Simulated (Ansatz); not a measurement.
Input for Ansatz (a program for electronic structure): U-PBE/def2-TZVPP on BeN, 2S+1 = 2, a spin state set in the input, which need not be the lowest, a point of a bond scan (R = 1.612 Å).

Ansatz 0.2 input:
```yaml
crystal:
  periodic: [false, false, false]
  atoms:
    - {symbol: Be, position_ang: [0.00000000, 0.00000000, 0.00000000]}
    - {symbol: N, position_ang: [0.00000000, 0.00000000, 1.61216500]}
basis:
  gaussian:
    orbitals: def2-TZVPP
    pivot_positions_ang: [[0.00000000, 0.00000000, 0.00000000], [0.00000000, 0.00000000, 1.61216500]]
hamiltonian:
  xc: {name: PBE}
magnetization: {spin_polarized: true, initial_magnetization: 1}
output: {forces: true, orbitals: {seedname: ./end}}
```

The head of its log:

```
Functional definition: PBE
[...]
integrals: 0.00 GiB planned
296 factors; their error is unknown
mean field: 0.09 GiB planned
mean field evaluation 1: about -1871.2555 eV, gradient 4.7e1 eV
mean field evaluation 2: about -1750.5542 eV, gradient 1.0e2 eV
```

### Question
Predict the final total energy.

### Answer
-69.2383 hartree. Its determinant has ⟨S²⟩ = 1.52, a mixture of spin states.
